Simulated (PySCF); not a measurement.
PySCF input:

```python
from pyscf import gto, scf, dft

mol = gto.M(
    atom='''
    Si   -0.59362054   -0.38978868    0.13906678
    O    -1.38242956   -0.10565037    1.43834126
    Cl   -0.37002785    1.32411421   -1.21525879
    Cl    1.50944691   -0.95339394    0.42386673
    ''',
    basis='def2-tzvpd',
    charge=-1,
    spin=1,
    verbose=4,
)

mf = dft.UKS(mol, xc='m062x').density_fit(auxbasis='def2-universal-jkfit')
mf.grids.level = 4
mf.conv_tol = 1e-9
mf.max_cycle = 100
mf.max_memory = 1500
mf.kernel()
if not mf.converged:
    mf = mf.newton()
    mf.kernel(mf.make_rdm1())
for _ in range(2):
    mo, _, stable, _ = mf.stability(return_status=True)
    if stable:
        break
    mf.kernel(mf.make_rdm1(mo, mf.mo_occ))
mf.analyze()
```

Which total energy does the run end on?

-1285.28915 Eh (M06-2X/def2-TZVPD).
